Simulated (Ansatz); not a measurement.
C$_{2}$H$_{7}$AlOSi (`[CH3][Al]1[CH2]O[SiH2]1`). Charge 0, multiplicity 1.

```xyz
12

C    -0.978   -1.641    1.489
Al   -0.123   -0.349    0.304
C    -0.641    1.366   -0.593
O     0.598    1.598   -1.304
Si    1.756    0.417   -1.029
H    -1.681   -1.161    2.176
H    -0.251   -2.204    2.079
H    -1.548   -2.368    0.900
H    -1.466    1.319   -1.315
H    -0.847    2.223    0.060
H     2.999    1.014   -0.452
H     2.183   -0.215   -2.315
```

**Question.** Give the diagnostics of a CCSD(T)/def2-TZVPP run (frozen core, Ansatz). (Estimate.)

**Answer.** Computed: T1 = 0.0129, largest single amplitude 0.017, largest double 0.027, (T) share of the correlation energy 3.9 %, 10 CCSD cycles. The RHF solution is stable towards an unrestricted one. T1 lies under the customary mark of 0.02 for closed shells.
